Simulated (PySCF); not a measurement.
## Electron correlation in Au²⁺ (gold, charge +2)

[Xe] 4f14 5d8 6s1, high-spin 4F determinant (an excited configuration). All numbers are calculated (PySCF 2.14, scalar relativity by spin-free X2C-1e, in x2c-TZVPPall). Frozen: [Xe] 4f14; 9 electrons correlated.

```csv
level,correlation energy (mhartree)
CCSD,-220.34
(T),-5.67
CCSD(T),-226.01
```

Diagnostics: T1 = 0.0048, D1 = 0.0157, largest double amplitude 0.016.

Spin-orbit coupling, absent here, splits the open shell strongly.

Cost of the coupled-cluster step: about 21 core-seconds, for 9 correlated electrons.
